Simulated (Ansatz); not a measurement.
# A relaxation, step by step

HBr$_{2}$Cl (SMILES Cl.BrBr), singlet, PBE0-D4/def2-TZVP (Ansatz 0.2.0). Settings:

```yaml
hamiltonian: {xc: pbe0, dispersion: d4}
relax: {f_tol: 0.005, max_steps: 200}
```

Start (the SMILES describes the start alone):

Cl1  (-0.336, 0.468, -1.919)
H2  (0.312, -0.461, -2.552)
Br3  (0.582, 0.902, 1.778)
Br4  (-0.558, -0.909, 2.693)
(Å)

| step | energy less the last (meV) | largest force component (eV/Å) |
| --- | --- | --- |
| 1 | 41.1 | 0.540 |
| 2 | 22.4 | 0.380 |
| 3 | 18.9 | 0.283 |
| 4 | 16.6 | 0.053 |
| 5 | 16.3 | 0.013 |
| 6 | 15.9 | 0.126 |
| 7 | 14.6 | 0.100 |
| 8 | 13.0 | 0.173 |
| 9 | 12.0 | 0.269 |
| 10 | 6.9 | 0.024 |
| 11 | 6.6 | 0.024 |
| 12 (rejected trial) | 31.9 | 1.088 |
| 13 | 4.9 | 0.009 |
| 14 (rejected trial) | 5.1 | 0.274 |
| 15 | 4.5 | 0.022 |
| 16 | 3.9 | 0.092 |
| 17 (rejected trial) | 4.0 | 0.283 |
| 18 | 3.1 | 0.046 |
| 19 | 2.5 | 0.050 |
| 20 | 1.8 | 0.113 |
| 21 (rejected trial) | 2.0 | 0.283 |
| 22 | 0.9 | 0.013 |
| 23 | 0.5 | 0.055 |
| 24 | 0.4 | 0.141 |
| 25 | 0.0 | 0.024 |
| 26 | 0.0 | 0.004 |

Step 6, positions (Å) and forces (eV/Å):

| atom | x | y | z | Fx | Fy | Fz |
| --- | --- | --- | --- | --- | --- | --- |
| Cl1 | -0.396 | 0.412 | -1.928 | 0.101 | -0.126 | -0.091 |
| H2 | 0.336 | -0.443 | -2.547 | -0.105 | 0.120 | 0.088 |
| Br3 | 0.632 | 0.917 | 1.874 | -0.050 | -0.077 | 0.047 |
| Br4 | -0.573 | -0.886 | 2.601 | 0.054 | 0.083 | -0.043 |

Step 7, positions (Å) and forces (eV/Å):

```json
{"atom": "Cl1", "x": "-0.398", "y": "0.378", "z": "-1.897", "Fx": "0.084", "Fy": "-0.100", "Fz": "-0.079"}
{"atom": "H2", "x": "0.331", "y": "-0.433", "z": "-2.574", "Fx": "-0.088", "Fy": "0.095", "Fz": "0.079"}
{"atom": "Br3", "x": "0.647", "y": "0.935", "z": "1.907", "Fx": "-0.054", "Fy": "-0.081", "Fz": "0.043"}
{"atom": "Br4", "x": "-0.581", "y": "-0.880", "z": "2.564", "Fx": "0.057", "Fy": "0.086", "Fz": "-0.043"}
```

Step 23, positions (Å) and forces (eV/Å):

```
atom       x       y       z      Fx      Fy      Fz
 Cl1   0.043   0.133  -1.585   0.003  -0.022  -0.055
  H2  -0.035  -0.345  -2.771  -0.001   0.022   0.052
 Br3   0.588   1.071   2.045   0.001   0.005   0.000
 Br4  -0.595  -0.859   2.311  -0.003  -0.005   0.002
```

Last step (26):

Cl1  (0.122, 0.119, -1.593)
H2  (-0.093, -0.331, -2.771)
Br3  (0.565, 1.078, 2.040)
Br4  (-0.595, -0.865, 2.323)
(Å)

Hardware: 4 CPU threads of an Arm Neoverse N1, shared host. Wall time about 77 s.
